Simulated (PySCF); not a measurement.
Vertical excitations of a molecule C2H7FSi2 from TDA-ωB97X/def2-SVPD run with PySCF 2.14.0, as energy in eV (oscillator strength): 5.95 (0.006), 6.93 (0.579), 7.36 (0.000), 7.56 (0.008), 7.88 (0.005), 8.11 (0.007), 8.19 (0.003), 8.66 (0.111), 8.70 (0.042), 8.74 (0.000). Lowest triplet (TDA): 3.96 eV. The structure is a stationary point at B3LYP-D3(BJ)/def2-SVP. The values are those of a single conformer.

Task: Identify the compound among the candidates.
A. C=C(F)[SiH2][SiH3]
B. F[SiH2]/C=C\[SiH3]
C. FC1[SiH2]C[SiH2]1
D. FC=C([SiH3])[SiH3]

Result: B, F[SiH2]/C=C\[SiH3]
